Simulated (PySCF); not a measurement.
C5H9N, SMILES C=CC1(N)CC1.

Geometry optimised at PBE0-D3(BJ)/def2-SVP. One conformer was computed; it need not be the lowest.

Vertical ionisation energy (IE) and electron affinity (EA) in eV. Rows of orbital energies are one-electron estimates. Where ΔSCF, EOM or ADC give a negative EA the extra electron is unbound and the value depends on the basis.

```tsv
level	IE	EA
−ε(HOMO), −ε(LUMO), B3LYP/def2-TZVP (PySCF)	6.23	-0.24
−ε(HOMO), −ε(LUMO), PBE/def2-TZVP (PySCF)	5.20	0.53
```
